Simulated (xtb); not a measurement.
Input file for xtb: GFN1-xTB on LiF-, 2S+1 = 2, a spin state set in the input, which need not be the lowest, a point of a bond scan (R = 1.728 Å). Charge -1.

```
$ xtb mol.xyz --gfn 1 --sp --chrg -1 --uhf 1
2

Li     0.00000000     0.00000000     0.00000000
F      0.00000000     0.00000000     1.72833200
```

Program output:

```
[...]
           -------------------------------------------------
          |                Calculation Setup                |
           -------------------------------------------------



           -------------------------------------------------
          |                 G F N 1 - x T B                 |
           -------------------------------------------------

        Reference                      10.1021/acs.jctc.7b00118
      * Hamiltonian:
        H0-scaling (s, p, d)           1.850000    2.250000    2.000000
        zeta-weighting                 0.000000
      * Dispersion:
        s8                             2.400000
        a1                             0.630000
        a2                             5.000000
        s9                             0.000000
      * Repulsion:
        kExp                           1.500000
        rExp                           1.000000
      * Coulomb:
        alpha                          2.000000
        third order                    atomic
        anisotropic                    false
      * Halogen bond correction:
        rad-scale                      1.300000
        damping                        0.440000


          ...................................................
          :                      SETUP                      :
          :.................................................:
          :  # basis functions                   8          :
          :  # atomic orbitals                   8          :
          :  # shells                            4          :
          :  # electrons                         9          :
          :  # halogen bonds                     0          :
          :  max. iterations                   250          :
          :  Hamiltonian                  GFN1-xTB          :
          :  restarted?                      false          :
          :  GBSA solvation                  false          :
          :  PC potential                    false          :
          :  electronic temp.          300.0000000     K    :
          :  accuracy                    1.0000000          :
          :  -> integral cutoff          0.2500000E+02      :
          :  -> integral neglect         0.1000000E-07      :
          :  -> SCF convergence          0.1000000E-05 Eh   :
          :  -> wf. convergence          0.2000000E-04 e    :
          :  Broyden damping             0.4000000          :
          :  net charge                         -1          :
          :  unpaired electrons                  1          :
          ...................................................

 iter      E             dE          RMSdq      gap      omega  full diag
   1     -5.3028366 -0.530284E+01  0.149E+01    2.29       0.0  T
   2     -5.6624826 -0.359646E+00  0.359E+00    2.44       1.0  T
   3     -5.6632342 -0.751567E-03  0.222E+00    2.44       1.0  T
   4     -5.6633282 -0.940140E-04  0.390E-01    2.45       1.0  T
   5     -5.6634119 -0.837412E-04  0.861E-04    2.45      82.1  T
   6     -5.6634119 -0.294920E-10  0.424E-05    2.45    1668.6  T
   7     -5.6634119 -0.871303E-12  0.189E-05    2.45    3747.7  T

   *** convergence criteria satisfied after 7 iterations ***

         #    Occupation            Energy/Eh            Energy/eV
      -------------------------------------------------------------
         1        2.0000           -0.4732786             -12.8786
         2        2.0000           -0.1967624              -5.3542
         3        2.0000           -0.1967624              -5.3542
         4        2.0000           -0.1944993              -5.2926
         5        1.0000           -0.0565110              -1.5377 (HOMO)
         6                          0.0335642               0.9133 (LUMO)
         7                          0.0335642               0.9133
         8                          0.1631883               4.4406
      -------------------------------------------------------------
                  HL-Gap            0.0900752 Eh            2.4511 eV
             Fermi-level           -0.0684893 Eh           -1.8637 eV

 SCC (total)                   0 d,  0 h,  0 min,  0.001 sec
 SCC setup                      ...        0 min,  0.000 sec (  5.860%)
 Dispersion                     ...        0 min,  0.000 sec (  3.757%)
 classical contributions        ...        0 min,  0.000 sec (  1.735%)
 integral evaluation            ...        0 min,  0.000 sec ( 15.347%)
 iterations                     ...        0 min,  0.000 sec ( 52.424%)
 molecular gradient             ...        0 min,  0.000 sec ( 12.983%)
 printout                       ...        0 min,  0.000 sec (  7.368%)

         :::::::::::::::::::::::::::::::::::::::::::::::::::::
         ::                     SUMMARY                     ::
         :::::::::::::::::::::::::::::::::::::::::::::::::::::
         :: total energy              -5.660746178454 Eh    ::
         :: gradient norm              0.006674887222 Eh/a0 ::
         :: HOMO-LUMO gap              2.451070542140 eV    ::
         ::.................................................::
         :: SCC energy                -5.663411933140 Eh    ::
         :: -> electrostatic           0.168962313366 Eh    ::
         :: repulsion energy           0.002747708061 Eh    ::
         :: dispersion energy         -0.000081953375 Eh    ::
         :: halogen bond corr.         0.000000000000 Eh    ::
         :: add. restraining           0.000000000000 Eh    ::
         :: total charge              -1.000000000000 e     ::
         :::::::::::::::::::::::::::::::::::::::::::::::::::::

           -------------------------------------------------
          |                Property Printout                |
           -------------------------------------------------

    * Orbital Energies and Occupations

         #    Occupation            Energy/Eh            Energy/eV
      -------------------------------------------------------------
         1        2.0000           -0.4732786             -12.8786
         2        2.0000           -0.1967624              -5.3542
         3        2.0000           -0.1967624              -5.3542
         4        2.0000           -0.1944993              -5.2926
         5        1.0000           -0.0565110              -1.5377 (HOMO)
         6                          0.0335642               0.9133 (LUMO)
         7                          0.0335642               0.9133
         8                          0.1631883               4.4406
      -------------------------------------------------------------
                  HL-Gap            0.0900752 Eh            2.4511 eV
             Fermi-level           -0.0684893 Eh           -1.8637 eV

  Mulliken/CM5 charges         n(s)   n(p)   n(d)
     1Li   -0.43893 -0.34275   0.957  0.482  0.000
     2F    -0.56107 -0.65725   1.825  5.736  0.000

Wiberg/Mayer (AO) data.
largest (>0.10) Wiberg bond orders for each atom

 ---------------------------------------------------------------------------
     #   Z sym  total        # sym  WBO       # sym  WBO       # sym  WBO
 ---------------------------------------------------------------------------
     1   3 Li   0.811 --     2 F    0.811
     2   9 F    0.811 --     1 Li   0.811
 ---------------------------------------------------------------------------

Topologies differ in total number of bonds
Writing topology from bond orders to xtbtopo.mol

 dipole moment from electron density (au)
     X       Y       Z
  -0.0000   0.0000  -1.1427  total (Debye):    2.904


           -------------------------------------------------
          | TOTAL ENERGY               -5.660746178454 Eh   |
          | GRADIENT NORM               0.006674887222 Eh/α |
          | HOMO-LUMO GAP               2.451070542140 eV   |
Note: The following floating-point exceptions are signalling: IEEE_DENORMAL
normal termination of xtb
           -------------------------------------------------

------------------------------------------------------------------------
------------------------------------------------------------------------
 total:
 SCF:
```

The run finished.

Cost: about 0.010 core-seconds (a rough figure).
